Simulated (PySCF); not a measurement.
Basis-set dependence of population analyses: `F[SiH2][SiH2][SiH3]`

Compound: FH₇Si₃.
Numbering: `[F:1][SiH2:2][SiH2:3][SiH3:4]` (hydrogens: H5, H6 on Si2; H7, H8 on Si3; H9, H10, H11 on Si4)

PBE0 throughout (PySCF), one geometry, spherical d and f functions. Isolated species at its PBE0-D3(BJ)/def2-SVP geometry (one conformer only). Atoms taken as equivalent share a column and are averaged.

Mulliken charges (e):

```csv
basis,functions,F1,Si2,Si3,Si4,H5/H6,H7/H8,H9/H10/H11
STO-3G,39,-0.247,+0.503,+0.225,+0.347,-0.128,-0.114,-0.115
6-31G,62,-0.471,+0.790,-0.007,+0.298,-0.121,-0.067,-0.077
pcSseg-0,62,-0.501,+0.737,-0.263,+0.113,-0.065,+0.033,-0.007
6-31G*,82,-0.412,+0.660,-0.073,+0.166,-0.081,-0.029,-0.040
cc-pVDZ,103,-0.333,+0.501,-0.062,+0.097,-0.059,-0.011,-0.021
def2-SVP,103,-0.359,+0.570,-0.065,+0.173,-0.075,-0.023,-0.041
aug-cc-pVDZ,167,-0.611,+0.185,-0.751,-0.861,+0.271,+0.311,+0.292
"6-311+G(2d,p)",174,-0.447,+0.520,+0.099,+0.106,-0.051,-0.032,-0.037
def2-TZVP,184,-0.332,+0.392,-0.031,+0.026,-0.024,+0.001,-0.003
cc-pVTZ,230,-0.304,+0.420,-0.028,+0.057,-0.042,-0.015,-0.011
IGLO-III,237,-0.492,+0.838,+0.221,+0.501,-0.171,-0.148,-0.143
```

IAO charges (e):

```json
{"basis": "STO-3G", "functions": "39", "F1": "-0.369", "Si2": "+0.633", "Si3": "+0.206", "Si4": "+0.377", "H5/H6": "-0.130", "H7/H8": "-0.111", "H9/H10/H11": "-0.122"}
{"basis": "6-31G", "functions": "62", "F1": "-0.506", "Si2": "+0.684", "Si3": "+0.037", "Si4": "+0.185", "H5/H6": "-0.083", "H7/H8": "-0.041", "H9/H10/H11": "-0.051"}
{"basis": "pcSseg-0", "functions": "62", "F1": "-0.485", "Si2": "+0.674", "Si3": "-0.033", "Si4": "+0.148", "H5/H6": "-0.079", "H7/H8": "-0.019", "H9/H10/H11": "-0.037"}
{"basis": "6-31G*", "functions": "82", "F1": "-0.529", "Si2": "+0.802", "Si3": "+0.092", "Si4": "+0.286", "H5/H6": "-0.122", "H7/H8": "-0.074", "H9/H10/H11": "-0.086"}
{"basis": "cc-pVDZ", "functions": "103", "F1": "-0.527", "Si2": "+0.789", "Si3": "+0.094", "Si4": "+0.281", "H5/H6": "-0.119", "H7/H8": "-0.073", "H9/H10/H11": "-0.085"}
{"basis": "def2-SVP", "functions": "103", "F1": "-0.526", "Si2": "+0.800", "Si3": "+0.093", "Si4": "+0.293", "H5/H6": "-0.124", "H7/H8": "-0.074", "H9/H10/H11": "-0.088"}
{"basis": "aug-cc-pVDZ", "functions": "167", "F1": "-0.542", "Si2": "+0.793", "Si3": "+0.099", "Si4": "+0.282", "H5/H6": "-0.116", "H7/H8": "-0.073", "H9/H10/H11": "-0.085"}
{"basis": "6-311+G(2d,p)", "functions": "174", "F1": "-0.546", "Si2": "+0.816", "Si3": "+0.109", "Si4": "+0.305", "H5/H6": "-0.124", "H7/H8": "-0.080", "H9/H10/H11": "-0.092"}
{"basis": "def2-TZVP", "functions": "184", "F1": "-0.547", "Si2": "+0.828", "Si3": "+0.110", "Si4": "+0.310", "H5/H6": "-0.128", "H7/H8": "-0.081", "H9/H10/H11": "-0.094"}
{"basis": "cc-pVTZ", "functions": "230", "F1": "-0.543", "Si2": "+0.817", "Si3": "+0.103", "Si4": "+0.298", "H5/H6": "-0.124", "H7/H8": "-0.078", "H9/H10/H11": "-0.090"}
{"basis": "IGLO-III", "functions": "237", "F1": "-0.547", "Si2": "+0.822", "Si3": "+0.110", "Si4": "+0.308", "H5/H6": "-0.126", "H7/H8": "-0.080", "H9/H10/H11": "-0.093"}
```

Hirshfeld charges (e):

```json
{"basis": "STO-3G", "functions": "39", "F1": "-0.172", "Si2": "+0.351", "Si3": "+0.174", "Si4": "+0.247", "H5/H6": "-0.092", "H7/H8": "-0.084", "H9/H10/H11": "-0.083"}
{"basis": "6-31G", "functions": "62", "F1": "-0.238", "Si2": "+0.339", "Si3": "+0.121", "Si4": "+0.196", "H5/H6": "-0.062", "H7/H8": "-0.059", "H9/H10/H11": "-0.059"}
{"basis": "pcSseg-0", "functions": "62", "F1": "-0.236", "Si2": "+0.364", "Si3": "+0.129", "Si4": "+0.209", "H5/H6": "-0.073", "H7/H8": "-0.065", "H9/H10/H11": "-0.063"}
{"basis": "6-31G*", "functions": "82", "F1": "-0.202", "Si2": "+0.322", "Si3": "+0.124", "Si4": "+0.201", "H5/H6": "-0.067", "H7/H8": "-0.061", "H9/H10/H11": "-0.063"}
{"basis": "cc-pVDZ", "functions": "103", "F1": "-0.197", "Si2": "+0.325", "Si3": "+0.140", "Si4": "+0.214", "H5/H6": "-0.073", "H7/H8": "-0.068", "H9/H10/H11": "-0.067"}
{"basis": "def2-SVP", "functions": "103", "F1": "-0.202", "Si2": "+0.335", "Si3": "+0.147", "Si4": "+0.220", "H5/H6": "-0.075", "H7/H8": "-0.070", "H9/H10/H11": "-0.070"}
{"basis": "aug-cc-pVDZ", "functions": "167", "F1": "-0.215", "Si2": "+0.336", "Si3": "+0.139", "Si4": "+0.213", "H5/H6": "-0.070", "H7/H8": "-0.066", "H9/H10/H11": "-0.067"}
{"basis": "6-311+G(2d,p)", "functions": "174", "F1": "-0.217", "Si2": "+0.339", "Si3": "+0.139", "Si4": "+0.216", "H5/H6": "-0.071", "H7/H8": "-0.066", "H9/H10/H11": "-0.068"}
{"basis": "def2-TZVP", "functions": "184", "F1": "-0.206", "Si2": "+0.331", "Si3": "+0.138", "Si4": "+0.212", "H5/H6": "-0.071", "H7/H8": "-0.066", "H9/H10/H11": "-0.067"}
{"basis": "cc-pVTZ", "functions": "230", "F1": "-0.202", "Si2": "+0.329", "Si3": "+0.138", "Si4": "+0.211", "H5/H6": "-0.071", "H7/H8": "-0.066", "H9/H10/H11": "-0.067"}
{"basis": "IGLO-III", "functions": "237", "F1": "-0.209", "Si2": "+0.330", "Si3": "+0.145", "Si4": "+0.211", "H5/H6": "-0.070", "H7/H8": "-0.067", "H9/H10/H11": "-0.067"}
```

ESP-fitted charges (e):

| basis | functions | F1 | Si2 | Si3 | Si4 | H5/H6 | H7/H8 | H9/H10/H11 |
| --- | --- | --- | --- | --- | --- | --- | --- | --- |
| STO-3G | 39 | -0.189 | +0.423 | +0.052 | +0.248 | -0.102 | -0.052 | -0.075 |
| 6-31G | 62 | -0.372 | +0.616 | -0.011 | +0.269 | -0.105 | -0.039 | -0.072 |
| pcSseg-0 | 62 | -0.356 | +0.691 | -0.106 | +0.224 | -0.131 | -0.012 | -0.055 |
| 6-31G* | 82 | -0.253 | +0.431 | +0.048 | +0.172 | -0.081 | -0.043 | -0.050 |
| cc-pVDZ | 103 | -0.256 | +0.429 | +0.035 | +0.152 | -0.079 | -0.037 | -0.043 |
| def2-SVP | 103 | -0.264 | +0.470 | +0.018 | +0.178 | -0.090 | -0.036 | -0.050 |
| aug-cc-pVDZ | 167 | -0.257 | +0.416 | +0.018 | +0.179 | -0.074 | -0.031 | -0.049 |
| 6-311+G(2d,p) | 174 | -0.268 | +0.434 | +0.021 | +0.186 | -0.077 | -0.033 | -0.051 |
| def2-TZVP | 184 | -0.254 | +0.427 | +0.031 | +0.184 | -0.080 | -0.036 | -0.051 |
| cc-pVTZ | 230 | -0.249 | +0.426 | +0.029 | +0.185 | -0.081 | -0.036 | -0.052 |
| IGLO-III | 237 | -0.249 | +0.408 | +0.008 | +0.177 | -0.073 | -0.028 | -0.047 |

Some averages cover members that differ in this geometry, most widely: H9/H10/H11, Mulliken in aug-cc-pVDZ +0.263 to +0.312 e.

Question: Which scheme is steadiest as the basis changes?

Answer: Largest range over the bases for any column: Hirshfeld 0.07 e, IAO 0.24 e, ESP-fitted 0.28 e, Mulliken 1.36 e. Hirshfeld charges move least and Mulliken charges most, counted in e. Without the minimal STO-3G basis the ranges are Hirshfeld 0.04, IAO 0.16, ESP-fitted 0.28, Mulliken 1.36 e.

Question: How much do the charges still move between the two largest bases, cc-pVTZ and IGLO-III?

Answer: At most, over all atoms: Mulliken 0.444 e, IAO 0.010 e, Hirshfeld 0.007 e, ESP-fitted 0.021 e.

Question: What do the same runs give for the total energy, the frontier levels and the dipole moment?

Answer: 
```
        basis  energy (Eh)  HOMO (eV)  LUMO (eV)  μ (D)
       STO-3G    -960.5899      -4.53       5.69   0.79
        6-31G    -971.9309      -8.19      -0.43   1.97
     pcSseg-0    -970.8084      -8.56      -0.65   1.69
       6-31G*    -972.0427      -7.98      -0.53   1.33
      cc-pVDZ    -972.0950      -8.01      -0.60   1.36
     def2-SVP    -971.7455      -8.10      -0.61   1.35
  aug-cc-pVDZ    -972.1115      -8.05      -0.92   1.41
6-311+G(2d,p)    -972.1671      -8.08      -0.97   1.46
    def2-TZVP    -972.1808      -8.05      -0.88   1.34
      cc-pVTZ    -972.1802      -8.04      -0.80   1.29
     IGLO-III    -972.1819      -8.08      -0.82   1.34
```

The dipole is fixed by the density alone, so its range of 1.18 D shows that the density itself changes with the basis, not only its division among atoms.
